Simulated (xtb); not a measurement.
The xtb input:
```
$ xtb mol.xyz --gfn 1 --etemp 10000 --json

# file mol.xyz
20

C     -2.35120043    -1.27674156    -0.34643132
O     -1.49905331    -0.17147283    -0.46403798
Si     0.00031971     0.00348305     0.13674299
C      0.00478463     0.05212581     2.04643346
O      0.60965432     1.36457226    -0.50809365
C      0.07656315     2.65852392    -0.45234479
O      0.88609113    -1.22913671    -0.44267421
C      2.27194248    -1.41114068    -0.35381704
H     -1.83637703    -2.19297873    -0.63796567
H     -2.70483729    -1.38018781     0.68219784
H     -3.20270831    -1.10950683    -1.00685516
H     -0.72291189     0.76219536     2.43016166
H      0.97631051     0.34314263     2.43686273
H     -0.23624012    -0.91840604     2.47183131
H     -0.96874424     2.65837143    -0.76356558
H      0.65935611     3.28562621    -1.12783560
H      0.14473364     3.05763078     0.56249737
H      2.80022780    -0.51870423    -0.69145256
H      2.53604404    -2.25573748    -0.99107630
H      2.56459478    -1.62851473     0.67620299
```

Problem. Give the total energy (a free energy at this electronic temperature) at the level GFN1-xTB run with xtb.

Solution. -31.0775 Eh

Problem. What dipole moment does GFN1-xTB give?

Solution. 1.92 D

Problem. What partial charges in atom order does GFN1-xTB give?

Solution. C1 0.18, O2 -0.40, Si3 0.58, C4 -0.16, O5 -0.40, C6 0.18, O7 -0.40, C8 0.18, H9 0.03, H10 0.01, H11 0.01, H12 0.03, H13 0.03, H14 0.03, H15 0.03, H16 0.01, H17 0.01, H18 0.03, H19 0.01, H20 0.01

Problem. Predict the HOMO-LUMO gap from GFN1-xTB.

Solution. 7.89 eV
